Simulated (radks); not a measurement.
Values are calculated unless marked as measured or tabulated.
Q: Coherent X-ray form factor from a spherical all-electron density. Level of theory: scalar-relativistic Kohn-Sham, PBE, spin-unpolarised, spherical densities, point nucleus (a radial shooting solver on a logarithmic mesh with Libxc functionals).

| sin(theta)/lambda (1/angstrom) | f0 (electrons) |
|---|---|
| 0.05 | 12.810 |
| 0.1 | 12.285 |
| 0.15 | 11.537 |
| 0.2 | 10.699 |
| 0.25 | 9.879 |
| 0.3 | 9.139 |
| 0.4 | 7.950 |
| 0.5 | 7.029 |
| 0.6 | 6.223 |
| 0.8 | 4.753 |
| 1 | 3.548 |
| 1.25 | 2.525 |
| 1.5 | 1.933 |
| 2 | 1.411 |

The species is in the configuration that NIST lists as its ground one. Which atom or ion scatters so?

A: The sulfur ion S3+, [Ne] 3s2 3p1. Extrapolating in s^2 from the first two rows gives f0(0) = 13.0, near the electron count 13; among species with that count, the fall with angle is slower the higher Z, and the table is that of Z = 16; from so few rows the species is fixed only to a neighbour or two.
